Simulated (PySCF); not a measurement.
## Static response to an electric field

Species: (Cl)3Si-NH-SiH3.
Geometry (PBE0-D3(BJ)/def2-SVP, Å), atoms numbered from 1 in this order:
```
atom  x, y, z in Å
Si1   -0.9420   -0.9398   -0.6855
Cl2   -2.3065   -0.2706    0.6858
Cl3   -1.5758   -0.3734   -2.5496
Cl4   -0.8839   -2.9852   -0.6708
N5     0.5622   -0.2719   -0.2610
Si6    0.8856    1.0704    0.8311
H7     1.3744   -0.6679   -0.7275
H8    -0.0081    2.2243    0.5278
H9     0.7108    0.6863    2.2617
H10    2.3081    1.4510    0.5925
```

Level: CAM-B3LYP/def2-SVPD (PySCF), static field, nuclei fixed, core orbitals frozen in the response. The polarisability tensor in these axes (au):

```
x   93.55  3.94  3.71
y    3.94 99.02  4.85
z    3.71  4.85 96.99
```

Problem. Diagonalise the tensor; give its mean and Δα, where Δα² is half the sum of the squared differences of the eigenvalues.

Solution. Principal values 91.03, 93.11 and 105.42 au; mean 96.52 au = 14.30 Å³ = 15.91 × 10⁻⁴⁰ C²·m²/J; Δα = 13.48 au (14 % of the mean).

Problem. What is the dipole moment, and where does it point?

Solution. (1.93, 0.52, 0.26) D, 2.02 D in size, pointing from the negative to the positive side. Measured along this direction, the outermost atoms are Cl2 at the negative end and H10 at the positive end.

Problem. Give the eigenvalues of the traceless quadrupole moment Θ = ½Σq(3rr − r²1), origin at the centre of nuclear charge.

Solution. -3.75, -0.77, 4.52 D·Å. The values depend on the origin, since the dipole doesn't vanish. The electronic extent ⟨r²⟩ about the same centre is 1607 bohr², a root-mean-square distance of 2.24 Å for the 90 electrons.

Problem. Refractivity n − 1 of an ideal gas of it at 400 K and 1 atm, from the electronic α?

Solution. N = p/kT = 1.8347 × 10¹⁹ cm⁻³, so n − 1 = 2π × N × 14.30 × 10⁻²⁴ cm³ = 1649 × 10⁻⁶ at long wavelengths, for an ideal gas.

Problem. Form Σ f/ω² (atomic units) for the 10 lowest TDDFT singlets, given as eV and f, and set it beside the mean polarisability, which is this sum over all singlets: 6.89, 0.0076; 7.37, 0.0003; 7.60, 0.0130; 7.74, 0.0018; 8.11, 0.0340; 8.16, 0.0020; 8.22, 0.1169; 8.27, 0.0433; 8.40, 0.0587; 8.55, 0.0304.

Solution. They add up to 3.39 au, 3.5 % of the 96.52 au; the largest single term is 1.28 au, from the state at 8.22 eV. Terms in order: 0.12, 0.00, 0.17, 0.02, 0.38, 0.02, 1.28, 0.47, 0.62, 0.31 au. Higher excitations give the rest. The strengths listed sum to 0.308.

Problem. Rayleigh depolarisation ratio (linearly polarised light, static tensor)?

Solution. ρ = 3Δα²/(45ᾱ² + 4Δα²) = 544.8/(419227 + 726.4) = 0.0013.

Problem. Molar refractivity from α?

Solution. Lorentz–Lorenz: R = (4π/3)N_A α = 2.5225 cm³/(mol·Å³) × 14.30 Å³ = 36.1 cm³/mol, in the limit of long wavelengths.

Isolated species at its PBE0-D3(BJ)/def2-SVP geometry, gas phase.

These values come from a run that also computed excited states. On one thread, Arm Neoverse V1 (aarch64) (shared host), this took 47 s (with the writing of density and orbital grids) and 0.84 GiB of memory at its peak.
